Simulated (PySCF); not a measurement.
# Substituent chemical shifts

Parent skeleton `[SiH3:1][O:2][CH:3]1[CH2:4][CH2:5][S:6]1`; one hydrogen on atom 4 is replaced by X. Hydrogens on one atom are averaged.

Calculated, not measured (PySCF): PBE0/pcSseg-1 with gauge-including orbitals, GFN2-xTB structure. In vacuum, one computed conformer, fast rotation and ring inversion assumed for equivalent nuclei, relativity neglected.

Chemical shifts δ = σref − σ; $^{29}$Si and $^{13}$C and $^{1}$H against TMS; $^{17}$O vs H2O; CS2 for $^{33}$S, all at this level.

(1) Give δ (ppm) for X = nPr, SO3H, CHO, allyl, SH, C2H5, CH2OH.

(2) Which position responds most, and to which substituents?

## Answers

(1) 
```
    X                            SMILES    Si1    O2    C3    C4    C5    S6  H(Si1)  H(C3)  H(C4)
  nPr         CCC[C@@H]1CS[C@H]1O[SiH3]  -43.0  73.2  84.7  55.6  26.5  32.8    4.75   5.42   3.09
 SO3H  O=S(=O)(O)[C@@H]1CS[C@H]1O[SiH3]  -38.3  69.7  76.0  72.8  21.5  63.3    4.78   5.76   4.23
  CHO         O=C[C@@H]1CS[C@H]1O[SiH3]  -38.7  71.3  78.3  64.9  18.3  49.2    4.80   5.62   3.96
allyl        C=CC[C@@H]1CS[C@H]1O[SiH3]  -41.9  70.4  83.8  53.2  26.5  33.9    4.78   5.42   3.12
   SH           [SiH3]O[C@@H]1SC[C@H]1S  -39.8  64.1  84.0  50.7  33.1  72.0    4.92   5.28   4.15
 C2H5         CC[C@@H]1CS[C@@H]1O[SiH3]  -43.4  57.2  83.6  50.6  34.3  37.8    4.86   5.45   3.11
CH2OH         OC[C@@H]1CS[C@@H]1O[SiH3]  -41.2  58.4  84.9  49.5  27.0  54.3    4.81   5.54   3.22
```

(2) S6: from 32.8 ppm with nPr to 72.0 ppm with SH.

Experimental scales use liquid or dissolved standards, which lie at an offset from isolated H2O (liquid H2O: subtract about 36 ppm).
